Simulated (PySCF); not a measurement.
C5H7F, SMILES C=C1CC[C@@H]1F.

Coordinates come from a ωB97X-D3(BJ)/def2-SVP optimisation. The structure was generated by enumeration; whether it is a known compound was not checked.

Method: PBE/def2-TZVP in PySCF.

Isolated molecule, no solvent.

Q: Estimate the frontier levels, gap, dipole moment and polarisability. (Estimate from the structure and the level; the computed values follow.)

A: 
```json
{
  "highest_occupied_level": "-6.29 eV",
  "lowest_empty_level": "-1.20 eV",
  "orbital_gap": "5.10 eV",
  "dipole_moment": "1.74 D",
  "quadrupole, principal values (traceless, Buckingham form, about the centre of nuclear charge)": "-4.14, 0.99, 3.15 D·Å",
  "mean_static_polarisability": "60.5 bohr³ (8.97 Å³)",
  "polarisability_principal_values": "47.1, 58.2, 76.3 bohr³"
}
```
